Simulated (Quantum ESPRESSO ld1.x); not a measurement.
The numbers below are computed, except where a source is named.
The strontium ion Sr+, 37 electrons, occupied as [Kr] 5s1 (the NIST ground configuration). Code: ld1.x of Quantum ESPRESSO 7.5. Model: scalar-relativistic Kohn-Sham, PBE, spin-unpolarised, spherical densities, point nucleus. Some entries of the table are withheld. Estimate them.

orbital,occ.,eigenvalue (eV),<r> (bohr)
1s,2,-15943.853,0.03916
2s,2,-2164.450,0.1725
2p,6,-1923.914,0.1504
3s,2,-340.188,0.4920
3p,6,-262.562,0.4985
3d,10,(1),0.4983
4s,2,-47.231,(2)
4p,6,-29.114,1.561
5s,1,-8.348,3.898

Answer. 
(1) 3d eigenvalue (eV): -134.422
(2) 4s <r> (bohr): 1.355
